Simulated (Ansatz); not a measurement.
C₂H₇NOSi, SMILES `CN(C)[Si]O`, relaxed with RKS PBE0-D4/def2-TZVP in Ansatz 0.2.0 from a PBE-D4/def2-SVP geometry. The force threshold is 0.005 eV/Å; the program also tests the step.

Charge 0, multiplicity 1.

Start:

```xyz
12

C     0.919   -0.645   -0.051
N    -0.281    0.160    0.009
C    -1.485   -0.565   -0.361
Si   -0.460    1.860    0.459
O     1.119    2.355    0.807
H     1.812   -0.063    0.261
H     1.116   -1.026   -1.081
H     0.857   -1.533    0.622
H    -1.431   -0.957   -1.404
H    -2.366    0.109   -0.297
H    -1.670   -1.435    0.312
H     1.871    1.738    0.725
```

By how much does the energy fall, and how many steps does the optimiser take? (Estimate.)

Ansatz gave: 0.08 eV, in 6 steps.

Which bonds change most? (Estimate.)

The calculation gave: N2–Si4 from 1.768 to 1.727 Å; Si4–O5 from 1.691 to 1.655 Å; C1–H6 from 1.111 to 1.092 Å; C1–H7 from 1.116 to 1.097 Å.

Give the relaxed structure. (Estimate.)

Computed: 
```xyz
12

C     0.913   -0.654   -0.053
N    -0.269    0.167    0.013
C    -1.466   -0.555   -0.357
Si   -0.452    1.827    0.453
O     1.083    2.340    0.799
H     1.806   -0.101    0.243
H     1.080   -1.031   -1.070
H     0.830   -1.522    0.613
H    -1.403   -0.934   -1.385
H    -2.335    0.106   -0.292
H    -1.638   -1.411    0.307
H     1.851    1.767    0.730
```
